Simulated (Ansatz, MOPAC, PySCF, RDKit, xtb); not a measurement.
Dimer: C2H4 (SMILES C=C) (first 6 atoms) with CH3NO (SMILES NC=O); geometry from B3LYP-D3(BJ)/def2-TZVP, rigid monomers moved along the line of their centres of mass till C1···H10 is 4.50 Å.
(charge 0, multiplicity 1):
```xyz
12

C      0.4519     0.4774     0.7391
C     -0.4232    -0.5141     0.6331
H      1.2096     0.4683     1.5133
H      0.4487     1.3184     0.0556
H     -1.1806    -0.5278    -0.1418
H     -0.3974    -1.3525     1.3186
N     -1.0364     0.3432     5.9914
C     -0.1479    -0.5020     6.5631
O      0.6727    -1.1610     5.9609
H     -1.0408     0.4537     4.9872
H     -1.6911     0.8590     6.5517
H     -0.2420    -0.5373     7.6641
```

Interaction energies are E(AB) − E(A) − E(B) at the monomers' geometry in the complex; basis-set methods are counterpoise corrected. Rows marked so take none. RDKit's UFF carries no charges.

Rows in 3-21G, 6-311+G**, 6-31G* carry no dispersion term and start afresh at each structure (6-31G* with six Cartesian d functions). The state that PM6 reach isn't checked.

Codes used: Ansatz (Gaussian basis) for Hartree–Fock, density functionals and correlated methods; MOPAC for PM6 (differences of heats of formation); PySCF for 3-21G rows, 6-311+G** rows, 6-31G* rows, the dispersion terms; RDKit for the force fields; xtb for the GFN methods. Each number belongs to the level named beside it.

```tsv
level	interaction energy (kcal/mol)
UFF	-0.23
PM6	-0.22
GFN1-xTB	-0.24
HF/3-21G (no counterpoise)	-0.44
HF/6-31G*	-0.42
BP86/6-31G* (no counterpoise)	-0.37
r2SCAN-D4/def2-TZVPPD	___
B3LYP/6-311+G** (no counterpoise)	-0.42
B3LYP-D4/def2-TZVPPD	___
```

Problem. Some entries are withheld; supply them.

Solution. 
- r2SCAN-D4/def2-TZVPPD, interaction energy (kcal/mol): -0.61
- B3LYP-D4/def2-TZVPPD, interaction energy (kcal/mol): -0.55

Ansatz is an electronic-structure program.
